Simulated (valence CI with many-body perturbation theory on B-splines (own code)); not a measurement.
**Energy levels of Gd14+**

Calculated by configuration interaction combined with many-body perturbation theory (CI+MBPT): four valence electrons over a frozen Dirac-Fock core [Kr] 4d10, a basis of 7 s, 7 p, 7 d, 7 f, 4 g, 2 h functions for each j, with the one-electron correlation potential Σ1 (screened to all orders), the two-electron term Σ2, the three-electron term Σ3, Breit, model QED; selected single and double excitations, second order for the rest, scaled by the run's own slope (own B-spline code, finite nucleus).

No measured spectrum was set against this ion. As an estimate, terms of the open shell hold to a few per cent of their energy, and close levels can change places; configurations with another count of f electrons can be misplaced by thousands of cm⁻¹.

Levels 136 to 180 of 194, with energies above the lowest level, 4f³5s ⁵I°_4. "Leading %" is the weight of the configuration and term that name the level; weights of strongly mixed levels are sums over their largest components and can fall short. Lifetimes count E1, E2, E3, M1 and M2 decay at the calculated energies, and are blank where another channel may lead or the interval is too uncertain; long ones can be off by a factor of two.

```tsv
No.	Configuration	Term	J	E (cm⁻¹)	Leading %	Second component	g	Lifetime
136	4f⁴	¹D	2	80582	50	21 % 4f⁴ ³D	1.020	887 μs
137	4f³5s	¹D°	2	80865	53	23 % 4f³5s ³D°	0.963	1.85 ms
138	4f⁴	¹I	6	82533	42	36 % 4f⁴ ³H	1.059	136 μs
139	4f⁴	³H	4	83307	67	12 % 4f⁴ ¹G	0.901	116 μs
140	4f²5s²	³P	2	83598	76	13 % 4f²5s² ¹D	1.401	134 μs
141	4f⁴	¹H	5	84127	63	27 % 4f⁴ ³H	1.010	210 μs
142	4f⁴	³F	4	84635	85	6 % 4f⁴ ⁵D	1.248	288 μs
143	4f⁴	³H	5	85112	62	23 % 4f⁴ ³G	1.057	126 μs
144	4f⁴	¹K	7	85944	89	8 % 4f⁴ ³I	1.009	1.14 ms
145	4f³5s	¹F°	3	86282	87	5 % 4f³5s ³F°	1.010	1.03 ms
146	4f⁴	¹D	2	88635	78	10 % 4f⁴ ³F	0.990	565 μs
147	4f⁴	³H	6	88690	58	37 % 4f⁴ ¹I	1.096	133 μs
148	4f⁴	³G	3	90807	78	20 % 4f⁴ ³F	0.827	53.8 μs
149	4f⁴	³G	4	90862	44	25 % 4f⁴ ³F	1.066	67.3 μs
150	4f³5s	³G°	5	92339	97		1.195	354 μs
151	4f³5s	³G°	4	93359	96		1.048	311 μs
152	4f⁴	³G	5	93852	74	13 % 4f⁴ ³H	1.151	73.7 μs
153	4f³5s	³G°	3	94627	96		0.757	237 μs
154	4f⁴	³G	4	94639	32	27 % 4f⁴ ³F	1.063	93.6 μs
155	4f⁴	¹N	10	94645	98		1.001	23.8 ms
156	4f⁴	³K	6	95410	82	7 % 4f⁴ ³I	0.891	26.7 μs
157	4f⁴	³F	2	95708	96		0.680	55.3 μs
158	4f⁴	³F	3	97068	77	21 % 4f⁴ ³G	1.019	71.7 μs
159	4f⁴	³H	4	97285	69	16 % 4f⁴ ³F	0.909	104 μs
160	4f⁴	³K	8	97478	76	24 % 4f⁴ ¹L	1.094	23.0 μs
161	4f⁴	³K	7	97563	93	6 % 4f⁴ ³I	1.023	21.9 μs
162	4f⁴	³H	5	99135	85	10 % 4f⁴ ³I	1.017	119 μs
163	4f⁴	³H	6	100310	81	10 % 4f⁴ ³K	1.125	105 μs
164	4f³5s	¹G°	4	100800	95		1.003	190 μs
165	4f⁴	¹G	4	103260	60	21 % 4f⁴ ³F	1.024	102 μs
166	4f⁴	³P	0	104830	84	6 % 4f⁴ ¹S		49.9 μs
167	4f⁴	¹L	8	105220	76	23 % 4f⁴ ³K	1.028	27.8 μs
168	4f⁴	³I	5	108170	88	10 % 4f⁴ ³H	0.856	36.0 μs
169	4f⁴	³I	6	109190	83	11 % 4f⁴ ¹I	1.024	43.2 μs
170	4f⁴	³P	1	109480	92		1.481	40.9 μs
171	4f⁴	³I	7	110790	94	5 % 4f⁴ ³K	1.134	46.3 μs
172	4f⁴	³G	3	113470	95		0.764	38.9 μs
173	4f⁴	³G	4	113540	83	10 % 4f⁴ ¹G	1.042	32.2 μs
174	4f⁴	³P	2	114910	86	5 % 4f⁴ ¹D	1.455	31.1 μs
175	4f⁴	³G	5	115090	96		1.193	30.5 μs
176	4f⁴	¹I	6	117110	83	7 % 4f⁴ ³H	1.008	34.2 μs
177	4f⁴	¹F	3	120390	66	26 % 4f⁴ ³D	1.080	25.6 μs
178	4f⁴	¹G	4	121060	83	13 % 4f⁴ ³G	1.004	108 μs
179	4f⁴	¹D	2	121930	63	31 % 4f⁴ ³D	1.054	17.5 μs
180	4f⁴	³D	3	126800	69	29 % 4f⁴ ¹F	1.231	37.6 μs
```

Names give the largest LS component (configuration and term), which can be under half, so a name can repeat, a term be missing and a line seem to break the LS rules; names also repeat where a configuration has a term twice.

Where two levels of one J and parity lie close, their mixing, g and order are uncertain.
